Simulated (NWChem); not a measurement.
**silylphosphine (H$_{5}$PSi)**

```
Si
H 1 1.5044
H 1 1.5045 2 108.72
H 1 1.5059 2 108.83 3 118.40
P 1 2.2839 2 108.04 3 -116.98
H 5 1.4422 1 93.10 2 -75.09
H 5 1.4422 6 92.73 1 93.22
```
Charge 0, spin multiplicity 1.

All runs are NWChem calculations. The geometry was optimised at PBE/def2-SVP, a minimum by its harmonic frequencies.

The stability of the SCF solutions was not checked.

Worked example. At M06-2X/def2-TZVP the parent has a total energy of -633.80481 Ha and the doublet with one electron less, at the same geometry, -633.44234 Ha. The vertical ionisation energy is their difference.

ΔE = -633.44234 − (-633.80481) = 0.36247 Ha. Times 27.2114 eV/Ha this is 9.86 eV, or 952 kJ/mol; λ = 1239.84/9.86 = 125.7 nm. No relaxation of the ion's geometry and no zero-point term enter.
